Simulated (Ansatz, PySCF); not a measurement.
Energy landscape of H3Al, singlet: umbrella (inversion) coordinate, bond length relaxed. Scanned: angle between the Al-H bonds and the threefold axis (90 = planar). Other coordinates (Al-H bond length) were minimised at PBE0/def2-TZVP.

Levels of theory: RKS-PBE/cc-pVTZ = restricted PBE/cc-pVTZ (Ansatz, a first-principles code); PBE0/cc-pVTZ (PySCF); CCSD(T) on RHF/cc-pVTZ, 5 core orbitals frozen (PySCF).

Energies relative to the lowest point of each profile, in kJ/mol; the last columns give the difference from CCSD(T):

```
a / °  RKS-PBE/cc-pVTZ   PBE0  CCSD(T)  RKS-PBE/cc-pVTZ − CCSD(T)  PBE0 − CCSD(T)
-----  ---------------  -----  -------  -------------------------  --------------
90                 0.0    0.0      0.0                        0.0             0.0
93                 1.6    1.7      1.7                       -0.1             0.0
96                 6.3    6.6      6.8                       -0.5            -0.2
99                14.2   15.0     15.4                       -1.2            -0.5
102               25.3   26.7     27.5                       -2.2            -0.8
105               39.7   41.8     43.0                       -3.3            -1.2
108               57.4   60.5     62.1                       -4.7            -1.6
111               78.5   82.7     84.8                       -6.3            -2.0
114              103.2  108.7    111.1                       -8.0            -2.4
117              131.5  138.6    141.3                       -9.8            -2.8
120              163.8  172.5    175.5                      -11.7            -3.0
123              200.1  210.6    213.7                      -13.7            -3.1
126              240.7  253.2    256.2                      -15.6            -3.0
129              285.9  300.6    303.1                      -17.2            -2.5
132              335.9  353.0    354.5                      -18.6            -1.5
```

RKS-PBE/cc-pVTZ is furthest from CCSD(T) at 132 (-18.6 kJ/mol, below); its mean absolute difference over the points is 7.5 kJ/mol.

PBE0 is furthest from CCSD(T) at 123 (-3.1 kJ/mol, below); its mean absolute difference over the points is 1.6 kJ/mol.
